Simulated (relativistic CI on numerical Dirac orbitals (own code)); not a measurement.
Ni²⁺: 3d valence photoemission

Computed with this model: Dirac-Coulomb-Breit CI, orbitals from a KLI potential per configuration, a model potential for QED, valence Slater integrals scaled by 0.7, multiplet model of photoemission in the sudden approximation; configurations [Ar] 3d8 → [Ar] 3d7; 300 K; Lorentzian 0.3 eV and Gaussian 0.5 eV FWHM. Energies are those of the free ion, without screening or charge transfer. The energies are binding energies and can lie tens of eV above those of solids. S is read from ⟨S²⟩ = S(S + 1).

Field parameters in Wybourne normalisation: D3d B²₀ = −7Dσ, B⁴₀ = −14Dq − 21Dτ, B⁴₃ = −14√(10/7) Dq; Oh B⁴₀ = 21Dq, B⁴₄ = √(5/14) B⁴₀; Td as Oh with Dq negative (B⁴₀ = 21Dq, B⁴₄ = √(5/14) B⁴₀). The field is a parameter set, without covalency.

free ion: ground-state S = 1.00, centroid 34.70 eV. Peaks (eV, height): 33.2 (100), 35.2 (82), 35.7 (75), 37.7 (7).

Td, 10Dq = -9500 cm⁻¹: ground-state S = 1.00, centroid 34.79 eV. Peaks (eV, height): 32.7 (54), 33.8 (66), 34.8 (100), 35.9 (60).

D3d, 10Dq = 16750, Dσ = -1090, Dτ = -300 cm⁻¹: ground-state S = 1.00, centroid 34.98 eV. Peaks (eV, height): 34.4 (100), 36.2 (26).

Oh, 10Dq = 5550 cm⁻¹: ground-state S = 1.00, centroid 34.80 eV. Peaks (eV, height): 33.6 (100), 35.3 (67).

Oh, 10Dq = 22900 cm⁻¹: ground-state S = 1.00, centroid 35.12 eV. Peaks (eV, height): 34.6 (100), 36.6 (38).

Oh, 10Dq = 7650 cm⁻¹: ground-state S = 1.00, centroid 34.84 eV. Peaks (eV, height): 33.7 (100), 35.0 (58), 35.8 (51).

Strongest unbroadened transitions for free ion:

```csv
Energy (eV),Relative strength
33.17,0.1
33.19,100.0
33.33,35.1
33.44,10.7
33.50,0.9
35.13,54.4
35.14,33.4
35.17,7.4
35.27,4.9
35.73,0.1
35.76,8.6
35.77,66.0
35.89,0.5
36.00,20.0
37.64,1.3
37.70,7.0
40.13,0.6
40.20,6.1
```
